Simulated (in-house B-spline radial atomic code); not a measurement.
## Ionising Dy with different functionals

Computed with a radial B-spline atomic code at the basis-set limit: four-component Dirac-Coulomb Hamiltonian, Fermi nucleus of rms radius 5.2218 fm, spin-restricted, spherical fractional occupations for the functionals. The ionisation energy is the difference of two self-consistent energies, [Xe] 4f10 6s2 → [Xe] 4f10 6s1, without Breit or QED terms; ε is the level of the shell that loses the electron (mean over j).

Hybrids are left out here: with spherical fractional occupations of an open shell their exact exchange keeps a self-interaction that integer-occupation calculations don't have.

```json
{"method": "LDA VWN5", "rung": "LDA", "ΔSCF (eV)": "6.45", "-ε(6s) (eV)": "3.89"}
{"method": "relativistic LDA", "rung": "LDA", "ΔSCF (eV)": "6.43", "-ε(6s) (eV)": "3.88"}
{"method": "LDA PW92", "rung": "LDA", "ΔSCF (eV)": "6.45", "-ε(6s) (eV)": "3.90"}
{"method": "LDA exchange-only", "rung": "LDA", "ΔSCF (eV)": "5.58", "-ε(6s) (eV)": "3.08"}
{"method": "PBE", "rung": "GGA", "ΔSCF (eV)": "6.24", "-ε(6s) (eV)": "3.75"}
{"method": "PBEsol", "rung": "GGA", "ΔSCF (eV)": "6.25", "-ε(6s) (eV)": "3.77"}
{"method": "BLYP", "rung": "GGA", "ΔSCF (eV)": "6.19", "-ε(6s) (eV)": "3.63"}
{"method": "RPBE", "rung": "GGA", "ΔSCF (eV)": "6.13", "-ε(6s) (eV)": "3.69"}
{"method": "PW91", "rung": "GGA", "ΔSCF (eV)": "6.27", "-ε(6s) (eV)": "3.79"}
{"method": "BP86", "rung": "GGA", "ΔSCF (eV)": "6.41", "-ε(6s) (eV)": "3.89"}
{"method": "AM05", "rung": "GGA", "ΔSCF (eV)": "6.19", "-ε(6s) (eV)": "3.70"}
{"method": "OLYP", "rung": "GGA", "ΔSCF (eV)": "5.87", "-ε(6s) (eV)": "3.43"}
```

Problem. How do they compare with the NIST value?

Solution. NIST lists 5.939 eV (measured, ground level to ground level). Errors run from -0.36 to +0.51 eV; OLYP is closest (-0.07 eV), but part of that can be cancellation, since the calculations leave out Breit-QED terms, spin polarisation, the choice among j levels, multiplet and fine-structure energies.
